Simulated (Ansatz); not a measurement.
A series at B: from trimethyl borate, ligands are replaced one by one, each step taking up HCl and setting free CH₃OH; n counts the steps. Ansatz, PBE0-D4/def2-TZVP geometries. Each molecule was computed in one conformer, which needn't be the lowest.

CBS adds triple-zeta CCSD(T) − MP2 to the MP2 limit, frozen cores; atoms without spin–orbit coupling. 

| n | molecule | atomization energy, CCSD(T)/CBS (kJ/mol) |
| --- | --- | --- |
| 0 | `COB(OC)OC` | 6601.3 |
| 1 | `COB(Cl)OC` | 4862.4 |
| 2 | `COB(Cl)Cl` | ? |
| 3 | `ClB(Cl)Cl` | 1349.6 |

Problem. By hand: fit a straight line y = ȳ + b (n − n̄) to the 3 given rows and predict n = 2.

Solution. n̄ = 1.333, ȳ = 4271.10; Σ(n − n̄)(y − ȳ) = -8173.20, Σ(n − n̄)² = 4.667, so b = -1751.27 kJ/mol a step. Prediction: 4271.10 + (-1751.27) × (0.667) = 3103.0 kJ/mol.

Problem. By hand: compare with the computed value, 3111.7 kJ/mol, and give the steps along the whole series.

Solution. The line misses by 8.7 kJ/mol (computed minus predicted). Steps: -1738.9, -1750.7, -1762.1 kJ/mol.

The steps differ by up to 23.2 kJ/mol, small against a whole step but well beyond the method's doubt, so the ligands' effects don't simply add. The miss is 0.2 % of the series' range. The energies themselves are unsure by some kJ/mol a bond, though much of that is common to the series.
